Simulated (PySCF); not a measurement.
Compound: C₄H₆BCl.
InChI=1S/C4H6BCl/c1-2-4(5)3-6/h1,4H,3,5H2/t4-/m0/s1

Torsions of this conformer, `[BH2:1][C@@H:2]([C:3]#[CH:4])[CH2:5][Cl:6]`: B1–C2–C5–Cl6 73°.

The closed-shell ground state was solved at several levels (PySCF, density fitting, gas phase, non-relativistic). Geometry: PBE0-D3(BJ)/def2-SVP, one conformer, isolated molecule.

```
             level  basis functions  HOMO (eV)  LUMO (eV)  gap (eV)  dipole (D)
    PBE0/def2-TZVP              228      -8.20      -1.26      6.94        2.47
  wB97X-D/pcSseg-1              139     -10.11       0.58     10.69        2.55
     BLYP/pcSseg-1              139      -6.89      -2.07      4.82        2.47
BHandHLYP/pcSseg-1              139      -9.28      -0.12      9.16        2.55
      PBE/pcSseg-1              139      -7.04      -2.28      4.76        2.52
 mPW1PW91/pcSseg-1              139      -8.30      -1.28      7.02        2.56
```

(1) What might PBE0/6-31G (70 basis functions) give for the same quantities?

(2) Over all these levels, which gives the widest orbital gap and which the narrowest?

(3) In the pcSseg-1 basis, how does the gap go with the fixed share of exact exchange?

(4) How far do the dipole and the HOMO energy spread over the levels?

## Answers

(1) HOMO -8.11 eV, LUMO -0.97 eV, gap 7.14 eV, dipole 2.98 D.

(2) wB97X-D/pcSseg-1 (range-separated hybrid) has the widest, 10.69 eV, and PBE/pcSseg-1 (GGA) the narrowest, 4.76 eV. The two share the basis. From the narrowest to the widest the HOMO moves by -3.07 eV and the LUMO by +2.86 eV.

(3) PBE (0 %) 4.76 eV; BLYP (0 %) 4.82 eV; mPW1PW91 (25 %) 7.02 eV; BHandHLYP (50 %) 9.16 eV. Each rise in the share widens the gap here.

(4) The dipole runs from 2.47 to 2.98 D (mean 2.59 D) and the HOMO from -10.11 to -6.89 eV.
